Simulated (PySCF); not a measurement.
## Two-component Hartree-Fock for Ni³⁺ (nickel, charge +3)

Start: [Ar] 3d7; 3d3/2 filled at m_j = +1/2, +3/2; 3d5/2 filled at m_j = -3/2, -1/2, +1/2, +3/2, +5/2. Calculated with PySCF 2.14 in x2c-TZVPall-2c (6s7p4d1f, 54 functions): generalised Hartree-Fock with the X2C-1e Hamiltonian and a Gaussian nucleus; one run each with spin-orbit coupling (SO) switched off, then screened by Boettger's factors. This is a chosen level, not necessarily the ground level.

| spinor shell | electrons | ε, spin-free (eV) | ε, screened SO (eV) | weight of nominal j (screened SO) | rms radius, screened SO (bohr) |
| --- | --- | --- | --- | --- | --- |
| 1s1/2 | 2 | -8442.9 | -8442.8 | 1.000 | 0.0624 |
| 2s1/2 | 2 | -1091.6 | -1091.5 | 1.000 | 0.265 |
| 2p1/2 | 2 | -940.75 | -953.26 | 0.995 | 0.236 |
| 3s1/2 | 2 | -175.52 | -175.49 | 1.000 | 0.789 |
| 3p1/2 | 2 | -128.98 | -134.89 | 0.647 | 0.828 |
| 3p3/2 | 4 | -128.98 | -126.04 | 0.824 | 0.839 |
| 3d5/2 | 5 | -58.976 | -60.173 | 0.576 | 0.979 |
| 3d3/2 | 2 | -58.976 | -56.002 | 0.673 | 1.01 |

Task: Where does 2p3/2 lie, and what is the 2p spin-orbit splitting (screened SO)?

Result: At -934.58 eV, 18.682 eV above 2p1/2.

```
   quantity    spin-free  screened SO
E (hartree)  -1517.01217  -1517.05008
        M_J          9/2          9/2
       ⟨J²⟩       24.755       24.755
       ⟨L²⟩       12.002       12.027
       ⟨S²⟩        3.752        3.744
```

Each row is a mean over spinors that exchange with the open shell spreads, by up to 13.363 eV (3p3/2).

Rows whose weight is well below 1 are mixtures of j = l ± 1/2: exchange outweighs spin-orbit coupling there, and the label is only the starting occupation.

Without spin-orbit coupling the j labels of p, d and f shells carry no meaning; the spin-free column gives the mean over the occupied spinors of each nl shell.
